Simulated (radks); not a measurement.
Valence configurations of the tantalum ion Ta3+ (all share [Xe]). Calculated with a radial shooting solver on a logarithmic mesh with Libxc functionals: non-relativistic Kohn-Sham, PBE, spin-polarised, spherical densities, point nucleus; open shells are filled with parallel spins first (spin-orbit coupling, left out, can overturn this in heavy ions); relativity is left out, which matters for an element this heavy. Energies are relative to 4f14 5d2; eigenvalues in eV for spin up.

| valence | E (eV) | moment (Bohr magnetons) | e(4f) | e(5d) | e(6p) | e(6s) |
|---|---|---|---|---|---|---|
| 4f14 5d2 | 0.000 | 2 | -60.046 | -30.687 | - | - |
| 4f13.5 5d2.5 | 15.411 | 3 | -65.095 | -31.821 | - | - |
| 4f12 5d2 6s2 | 92.660 | 4 | -90.157 | -40.893 | - | -29.869 |
| 4f14 6p2 | 24.267 | 2 | -70.462 | - | -24.035 | - |
| 4f12 5d2 6s1 6p1 | 97.352 | 6 | -91.054 | -41.868 | -24.582 | -31.025 |
| 4f13 5d2 6p1 | 45.739 | 4 | -75.615 | -36.602 | -22.585 | - |
| 4f12.5 5d2.5 6s1 | 59.445 | 5 | -79.996 | -36.975 | - | -28.393 |
| 4f13 5d1 6p2 | 60.518 | 4 | -81.007 | -40.112 | -24.572 | - |
| 4f12 5d4 | 72.170 | 6 | -80.952 | -35.073 | - | - |
| 4f14 5d1 6p1 | 11.465 | 2 | -65.234 | -34.187 | -22.023 | - |

NIST lists [Xe] 4f14 5d2 as the ground configuration; this level of theory agrees among the configurations tried. The energies are those of spherical high-spin densities, not of single terms. Relativity is left out, which favours d and f over s occupation in heavy atoms.
